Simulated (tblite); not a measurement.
Input of a run (GFN2-xTB geometry optimisation, gas phase (tblite 0.8.0)), started from a force field or distance geometry:
```
{"job": {"kind": "relax", "xc": "GFN2-xTB", "basis": "xTB"}, "charge": 1, "multiplicity": 1}
C      3.515200     1.844100    -0.323100
C      2.405100     0.883800    -0.304100
C      1.520100     0.080400    -0.266100
P      0.146400    -1.110900    -0.239400
C      0.863700    -2.527900     0.620800
C     -1.005900    -0.438500     0.974700
C     -1.657900     0.878600     0.558800
C     -2.411000     0.787400    -0.750900
O     -3.390600    -0.247100    -0.681500
H      3.656900     2.287200     0.671400
H      3.289800     2.655300    -1.027500
H      4.437100     1.364500    -0.628200
H     -0.386900    -1.380400    -1.502000
H      1.276300    -2.239500     1.584100
H      0.100100    -3.286300     0.773100
H      1.666800    -2.957300     0.024500
H     -1.769500    -1.189800     1.175000
H     -0.470400    -0.290300     1.923500
H     -2.354600     1.174000     1.363300
H     -0.895400     1.663500     0.487700
H     -1.744800     0.572600    -1.583500
H     -2.924700     1.733800    -0.959500
H     -3.870600    -0.230400    -1.515300
```

Output (eV, eV/Å):
```
step      E/eV     max force
  0    -768.02290    2.950
  1    -768.02595    5.343
  2    -768.20352    0.923
  3    -768.24202    0.819
  4    -768.29225    0.983
  5    -768.31953    0.539
  6    -768.33041    0.216
  7    -768.33823    0.261
  8    -768.34517    0.303
  9    -768.35337    0.271
 10    -768.36260    0.246
 11    -768.37068    0.201
 12    -768.37615    0.171
 13    -768.38014    0.141
 14    -768.38442    0.177
 15    -768.38953    0.209
 16    -768.39415    0.167
 17    -768.39762    0.148
 18    -768.40048    0.117
 19    -768.40321    0.178
 20    -768.40566    0.140
 21    -768.40745    0.083
 22    -768.40874    0.087
 23    -768.41000    0.179
 24    -768.41141    0.170
 25    -768.41313    0.090
 26    -768.41421    0.096
 27    -768.41605    0.148
 28    -768.41861    0.212
 29    -768.42201    0.192
 30    -768.42501    0.103
 31    -768.42701    0.187
 32    -768.42707    0.361
 33    -768.43009    0.177
 34    -768.43165    0.149
 35    -768.43420    0.201
 36    -768.43587    0.130
 37    -768.43841    0.215
 38    -768.44166    0.182
 39    -768.44404    0.264
 40    -768.44859    0.146
 41    -768.45464    0.215
 42    -768.46322    0.284
 43    -768.47204    0.383
 44    -768.47657    0.470
 45    -768.48277    0.665
 46    -768.49094    0.212
 47    -768.49661    0.136
 48    -768.50706    0.145
 49    -768.51054    0.143
 50    -768.51470    0.130
 51    -768.51818    0.109
 52    -768.52090    0.147
 53    -768.52269    0.097
 54    -768.52454    0.106
 55    -768.52678    0.103
 56    -768.52984    0.126
 57    -768.53200    0.094
 58    -768.53366    0.090
 59    -768.53518    0.116
 60    -768.53681    0.158
 61    -768.53834    0.156
 62    -768.53962    0.108
 63    -768.54062    0.065
 64    -768.54146    0.060
 65    -768.54217    0.085
 66    -768.54268    0.075
 67    -768.54303    0.057
 68    -768.54337    0.042
 69    -768.54366    0.031
 70    -768.54385    0.027
 71    -768.54397    0.019
 72    -768.54408    0.020
 73    -768.54420    0.022
 74    -768.54433    0.025
 75    -768.54445    0.025
 76    -768.54460    0.032
 77    -768.54480    0.042
 78    -768.54507    0.041
 79    -768.54533    0.032
 80    -768.54553    0.027
 81    -768.54570    0.023
 82    -768.54590    0.027
 83    -768.54612    0.025
 84    -768.54632    0.025
 85    -768.54647    0.027
 86    -768.54661    0.030
 87    -768.54675    0.025
 88    -768.54686    0.023
 89    -768.54693    0.022
 90    -768.54698    0.022
 91    -768.54704    0.019
 92    -768.54711    0.018
 93    -768.54720    0.023
 94    -768.54729    0.021
 95    -768.54736    0.016
 96    -768.54742    0.015
 97    -768.54747    0.015
 98    -768.54754    0.018
 99    -768.54760    0.019
100    -768.54768    0.019
101    -768.54774    0.017
102    -768.54782    0.022
103    -768.54791    0.027
104    -768.54802    0.025
105    -768.54813    0.024
106    -768.54821    0.045
107    -768.54829    0.065
108    -768.54841    0.033
109    -768.54878    0.068
110    -768.54903    0.072
111    -768.54921    0.037
112    -768.54931    0.023
113    -768.54940    0.030
114    -768.54949    0.039
115    -768.54958    0.029
116    -768.54964    0.020
117    -768.54970    0.018
118    -768.54976    0.024
119    -768.54981    0.020
120    -768.54985    0.015
121    -768.54987    0.013
122    -768.54991    0.023
123    -768.54997    0.024
124    -768.55004    0.024
125    -768.55010    0.019
126    -768.55016    0.018
127    -768.55021    0.023
128    -768.55026    0.019
129    -768.55031    0.021
130    -768.55036    0.019
131    -768.55041    0.024
132    -768.55047    0.025
133    -768.55055    0.015
134    -768.55062    0.011
135    -768.55067    0.015
136    -768.55071    0.021
137    -768.55075    0.024
138    -768.55079    0.017
139    -768.55083    0.013
140    -768.55086    0.016
141    -768.55088    0.015
142    -768.55090    0.011
143    -768.55092    0.008
```

Task: Summarise the run.

Result: The energy falls by 50.9 kJ/mol over 143 L-BFGS steps, the largest force on an atom goes from 2.95 to 0.008 eV/Å, and the atoms move by 0.422 Å rms after alignment. The bond that changes most is C3–P4 (alkyne carbon to phosphonium phosphorus), which shortens by 0.085 Å. Bonds longer at the end by more than 0.005 Å: 6 of 22; shorter: 8. Among the angles that change most is C5–P4–H13, from 115.5° to 107.8°. Among the dihedrals that turn most is H21–C8–O9–H23, from -61° to -159°. The energy never rose by more than 1e-5 eV on the way. The first step brought 1 % of the lowering.

Task: What are the final bond lengths?

Result: C1–C2 1.429 Å, C2≡C3 1.210 Å, C3–P4 1.733 Å, P4–C5 1.808 Å, P4–C6 1.820 Å, C6–C7 1.531 Å, C7–C8 1.536 Å, C8–O9 1.410 Å, C1–H10 1.090 Å, C1–H11 1.090 Å, C1–H12 1.090 Å, P4–H13 1.371 Å, C5–H14 1.090 Å, C5–H15 1.090 Å, C5–H16 1.090 Å, C6–H17 1.095 Å, C6–H18 1.095 Å, C7–H19 1.091 Å, C7–H20 1.090 Å, C8–H21 1.097 Å, C8–H22 1.093 Å, O9–H23 0.964 Å. Numbering counts from 1 in the input's order; the species is `CC#C[P@@H+](C)CCCO`.

GFN2-xTB frequencies show an imaginary mode (23i cm⁻¹), so the point is no minimum at that level. 3 starts were optimised and ended at 0.00, 4.40 and 9.09 kcal/mol (GFN2-xTB); the lowest of these is shown.

One conformer stands for the species.

All values are computed, not measured.
